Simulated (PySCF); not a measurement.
C2H9BOSi, SMILES CB(C)O[SiH3].

The structure is a stationary point at r2SCAN-D4/def2-SVP. The structure was generated by enumeration, and PubChem lists no compound with its InChIKey, so it may never have been made. The values are those of a single conformer.

Computed with TDDFT-M06-2X/def2-SVPD run with PySCF 2.14.0.

Vertical excitations. Gas-phase values at a fixed geometry.

| state | energy (eV) | λ (nm) | f | main pairs |
|---|---|---|---|---|
| S1 | 6.55 | 189 | 0.000 | HOMO→LUMO+2 91 % |
| S2 | 7.32 | 169 | 0.028 | HOMO→LUMO 90 % |
| S3 | 7.96 | 156 | 0.004 | HOMO−1→LUMO 57 %, HOMO−1→LUMO+1 21 %, HOMO−1→LUMO+3 16 % |
| S4 | 8.07 | 154 | 0.010 | HOMO→LUMO+1 41 %, HOMO→LUMO+3 17 %, HOMO−2→LUMO 16 %, HOMO−2→LUMO+1 11 % |
| S5 | 8.56 | 145 | 0.089 | HOMO→LUMO+1 36 %, HOMO−2→LUMO 28 %, HOMO→LUMO+3 14 %, HOMO−1→LUMO+2 7 % |
| S6 | 8.71 | 142 | 0.015 | HOMO−2→LUMO+2 53 %, HOMO−3→LUMO+2 13 % |
| S7 | 8.74 | 142 | 0.140 | HOMO−1→LUMO+2 55 %, HOMO−1→LUMO+1 13 %, HOMO→LUMO+4 8 % |
| S8 | 8.77 | 141 | 0.010 | HOMO→LUMO+4 64 %, HOMO→LUMO+3 11 % |
| S9 | 8.82 | 141 | 0.114 | HOMO−1→LUMO+1 52 %, HOMO−1→LUMO+2 20 %, HOMO−1→LUMO 15 % |
| S10 | 8.90 | 139 | 0.006 | HOMO→LUMO+3 43 %, HOMO−2→LUMO+1 16 %, HOMO−2→LUMO 12 %, HOMO→LUMO+4 9 % |
| T1 | 6.26 | 198 | 0 | HOMO→LUMO+2 89 % |
| T2 | 7.17 | 173 | 0 | HOMO→LUMO 81 % |
| T3 | 7.65 | 162 | 0 | HOMO−1→LUMO 49 %, HOMO−1→LUMO+1 21 %, HOMO−1→LUMO+3 20 % |
| T4 | 7.84 | 158 | 0 | HOMO−1→LUMO+2 32 %, HOMO−2→LUMO 13 %, HOMO→LUMO+1 12 %, HOMO→LUMO 8 % |
Triplets are in the Tamm–Dancoff approximation, which puts them higher than full response would, so one can lie above its singlet here.
